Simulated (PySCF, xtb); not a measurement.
Si(NH2)4 (H8N4Si), SMILES N[Si](N)(N)N. Other conformers were not sampled.

Harmonic wavenumbers (cm⁻¹) from GFN2-xTB run with xtb 6.7.1 at its own minimum, in rising order: 147, 174, 189, 189, 209, 229, 261, 263, 263, 593, 602, 603, 619, 734, 805, 805, 826, 828, 911, 912, 961, 1532, 1532, 1536, 1540, 3480, 3481, 3482, 3482, 3512, 3513, 3513, 3517.

### Question
What does B3LYP-D3(BJ)/def2-SVP (PySCF 2.14.0) give at its own minimum? (Estimate from the structure and the level; the computed values follow.)

### Answer
154, 198, 218, 218, 299, 302, 314, 314, 397, 422, 437, 438, 438, 719, 773, 773, 807, 828, 903, 903, 948, 1536, 1536, 1540, 1544, 3561, 3561, 3562, 3562, 3653, 3654, 3655, 3655. Paired by order, the mean absolute difference is 67 cm⁻¹ and the zero-point energies are 64.7 and 65.5 kcal/mol.
